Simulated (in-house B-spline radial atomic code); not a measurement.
The numbers below are computed, except where a source is named.
# Softness against transferability: the 4s channel of Se

Se, [Ar] 3d10 4s2 4p4, non-relativistic LDA (VWN5), spherical and spin-unpolarised, from a B-spline radial code for spherical atoms (atomic units). The all-electron 4s level is ε = -0.621247 hartree, its outermost node lies just inside 0.72 bohr and its outer maximum at 1.52 bohr.

Troullier-Martins pseudo-orbitals are made for several radii. The cutoffs (hartree) are the plane-wave energies beyond which the orbital holds less than the named kinetic energy per electron. The phase error is the difference, pseudo minus all-electron, of arctan(R P'/P) at R = 2.44 bohr for all radii, half a hartree below and above the level.

```csv
r_c (bohr),V_l(0) (hartree),cutoff for 10 mEh,for 1 mEh,for 0.1 mEh,phase error at ε − 0.5 (mrad),at ε + 0.5 (mrad)
1.14,-9.50,25.1,54.5,134,-2.3,-4.0
1.33,1.03,8.32,23.9,50,-1.2,-1.6
1.53,3.43,7.84,21,38,-0.9,-1.3
1.72,2.36,7.37,19.7,35.3,-1.3,-1.8
1.92,1.09,6.48,16.6,28.9,-2.5,-3.5
2.14,0.17,5.38,13.5,18.5,-5.5,-7.3
```

Question: Which radius needs the lowest cutoff for 0.1 mEh while both phase errors stay within 3.6 mrad?

Answer: The radii within that limit are 1.33, 1.53, 1.72, 1.92 bohr; of these r_c = 1.92 needs the least, 28.9 hartree, that is 57.8 Ry or 786 eV.

Question: What does the larger radius buy, and what does it cost?

Answer: From r_c = 1.14 to 2.14 bohr the cutoff for 1 mEh goes from 54.5 to 13.5 hartree, a factor of 4.04, against 3.52 for a pure 1/r_c² scaling, end to end; step by step it is 54.5, 23.9, 21, 19.7, 16.6, 13.5, and for 0.1 mEh 134, 50, 38, 35.3, 28.9, 18.5; the number of plane waves goes as the cutoff to the power 3/2, here a factor of 8.1. The larger of the two phase errors is least at r_c = 1.53 bohr, 1.3 mrad; it is 4.0 at the smallest radius and 7.3 at the largest. These errors test the reference atom alone. The smallest radius lies well inside the outer maximum, where the nodeless form must bend sharply to keep the norm, so it is both harder and scatters less well than the next. Large radii also let the cores of neighbours overlap, which an atom doesn't show.
